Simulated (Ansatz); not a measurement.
**Ligand exchange: GeH3(NH2) + C3H9NSi → GeH2(NH2)2 + C3H8Si**

Species: GeH3(NH2), singlet; C3H9NSi `CC(C)[Si]N`, singlet; GeH2(NH2)2, singlet; C3H8Si `CC(C)[SiH]`, singlet. The partners trade H for NH2: Ge–H and Si–NH2 bonds give way to Ge–NH2 and Si–H.

Shapes, held fixed at every level: PBE0-D4/def2-TZVP. Flexible molecules stand in one conformer, not always the lowest. Programs: Ansatz 0.2.0. The zero-point and thermal change to 298 K, harmonic and unscaled (PBE0-D4/def2-TZVP), is -4.0 kJ/mol.

```tsv
level	kind	ΔH(298 K) (kJ/mol)	less CCSD(T)/def2-TZVPP
HF/def2-SVP	Hartree–Fock	+116.4	+13.4
HF/def2-TZVPP	Hartree–Fock	+112.5	+9.5
SPW92/def2-TZVPP	LDA	+98.0	-5.0
B3LYP-D4/def2-TZVPP	global hybrid	+111.0	+8.0
BHLYP-D4/def2-TZVPP	global hybrid	+111.6	+8.6
MP2/def2-SVP	perturbation theory	+109.9	+6.9
CCSD/def2-SVP	coupled cluster or CI	+112.3	+9.3
CCSD(T)/def2-TZVPP	coupled cluster or CI	+103.0	0.0
```

The highest level, CCSD(T)/def2-TZVPP, gives ΔH(298 K) = +103.0 kJ/mol; the levels span +98.0 to +116.4. The column of differences is taken from that level and isn't an error. No measured value is set beside it here. Relativity is left out for Ge. Outer-core shells of Ge are correlated, in sets that cover them unevenly.
